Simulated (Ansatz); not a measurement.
All numbers were calculated with Ansatz.

A structure relaxed at PBE0-D4/def2-TZVP, charge 0, multiplicity 1:

| atom | x (Å) | y (Å) | z (Å) |
| --- | --- | --- | --- |
| C1 | 0.763 | 1.504 | 3.906 |
| Si2 | 0.598 | 1.746 | 2.055 |
| C3 | 2.258 | 1.470 | 1.233 |
| C4 | -0.028 | 3.472 | 1.693 |
| C5 | -0.628 | 0.467 | 1.396 |
| Si6 | -1.241 | 0.704 | -0.324 |
| F7 | -0.094 | 1.381 | -1.219 |
| F8 | -2.408 | 1.797 | -0.287 |
| C9 | -1.827 | -0.813 | -1.189 |
| Si10 | -0.501 | -1.905 | -1.974 |
| C11 | -1.253 | -3.580 | -2.350 |
| C12 | 0.942 | -2.128 | -0.795 |
| C13 | 0.094 | -1.099 | -3.553 |
| H14 | 1.105 | 0.493 | 4.145 |
| H15 | -0.193 | 1.662 | 4.413 |
| H16 | 1.485 | 2.208 | 4.330 |
| H17 | 2.635 | 0.463 | 1.431 |
| H18 | 2.183 | 1.598 | 0.150 |
| H19 | 3.000 | 2.181 | 1.606 |
| H20 | 0.642 | 4.223 | 2.121 |
| H21 | -0.091 | 3.652 | 0.617 |
| H22 | -1.023 | 3.630 | 2.116 |
| H23 | -0.161 | -0.521 | 1.477 |
| H24 | -1.507 | 0.453 | 2.052 |
| H25 | -2.398 | -1.410 | -0.468 |
| H26 | -2.529 | -0.518 | -1.978 |
| H27 | -1.597 | -4.074 | -1.438 |
| H28 | -2.111 | -3.484 | -3.022 |
| H29 | -0.525 | -4.238 | -2.832 |
| H30 | 1.690 | -2.795 | -1.234 |
| H31 | 1.437 | -1.176 | -0.581 |
| H32 | 0.626 | -2.568 | 0.154 |
| H33 | -0.724 | -0.982 | -4.268 |
| H34 | 0.510 | -0.109 | -3.352 |
| H35 | 0.870 | -1.703 | -4.031 |

(1) Give its formula and SMILES.

(2) Point group (tolerance 0.08 Å, 0.16 Å for H)?

(3) Summarise the bond lengths by kind.

Results:

(1) C8H22F2Si3, `C[Si](C)(C)C[Si](F)(F)C[Si](C)(C)C`.

(2) C1.

(3) 10 × C–Si 1.841 to 1.890 Å; 22 × C–H 1.092 to 1.097 Å; 2 × F–Si 1.599 to 1.606 Å.
